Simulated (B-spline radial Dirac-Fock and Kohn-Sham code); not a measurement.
Dipole and non-dipole photoemission parameters of Dy⁺ 3s

System: Dy⁺ in the configuration [Xe] 4f10 6s1; threshold 2025.1 eV (orbital energy of the model). Method: Dirac-Hartree-Slater photoionisation with a Latter tail; cross sections with all multipoles, angular parameters from the dipole term and its interference with E2. Computed with an atomic code on a B-spline grid.

For linearly polarised light dσ/dΩ = σ/(4π) [1 + β P₂(cos θ) + (δ + γ cos²θ) sin θ cos φ], with θ from the polarisation vector and φ the angle between the beam and the projection of the electron momentum on the plane normal to the polarisation.

```
hν (eV)  σ (kb)      β       γ
   2130    37.8  1.945   1.194
   2380    32.6  1.951   0.909
   3800    16.1  1.964   0.230
   4850    10.7  1.968   0.017
 5414.7    8.82  1.969  -0.051
   5940    7.47  1.970  -0.094
   6940    5.63  1.971  -0.138
   8650    3.72  1.973  -0.135
 9251.7    3.27  1.973  -0.116
  12000       ?      ?       ?
  12800    1.71  1.974   0.085
```

Q: Give the values at 12000 eV.

A: σ = 1.94 kb, β = 1.974, γ = 0.032. For an s subshell δ is negligible.
